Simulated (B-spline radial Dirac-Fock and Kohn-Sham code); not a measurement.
# X-ray form factors of osmium in several charge states

Model: relativistic Hartree-Fock (Dirac-Fock) wave functions, averaged over the configuration. Program: an atomic code on a B-spline grid.

Configurations: Os⁴¹⁺ [Ar] 3d10 4s2 4p5; Os⁴³⁺ [Ar] 3d10 4s2 4p3; Os⁴⁴⁺ [Ar] 3d10 4s2 4p2. The first column is f₀ of Os⁴¹⁺, the others are differences from it.

| s (Å⁻¹) | Os⁴¹⁺ | Δ Os⁴³⁺ | Δ Os⁴⁴⁺ |
| --- | --- | --- | --- |
| 0 | 35.000 | -2.000 | -3.000 |
| 0.05 | 34.964 | -1.993 | -2.990 |
| 0.1 | 34.856 | -1.972 | -2.959 |
| 0.15 | 34.678 | -1.938 | -2.908 |
| 0.2 | 34.432 | -1.891 | -2.838 |
| 0.25 | 34.120 | -1.832 | -2.750 |
| 0.3 | 33.746 | -1.762 | -2.646 |
| 0.35 | 33.314 | -1.681 | -2.527 |
| 0.4 | 32.828 | -1.593 | -2.395 |
| 0.45 | 32.295 | -1.497 | -2.252 |
| 0.5 | 31.719 | -1.395 | -2.100 |
| 0.6 | 30.462 | -1.180 | -1.781 |
| 0.7 | 29.103 | -0.961 | -1.453 |
| 0.8 | 27.686 | -0.748 | -1.135 |
| 0.9 | 26.253 | -0.551 | -0.839 |
| 1 | 24.838 | -0.376 | -0.577 |
| 1.1 | 23.470 | -0.230 | -0.356 |
| 1.2 | 22.166 | -0.113 | -0.179 |
| 1.4 | 19.798 | +0.033 | +0.044 |
| 1.6 | 17.760 | +0.081 | +0.119 |

Values without a named source are computed, but for edge energies of neutral atoms, which are taken from tables.
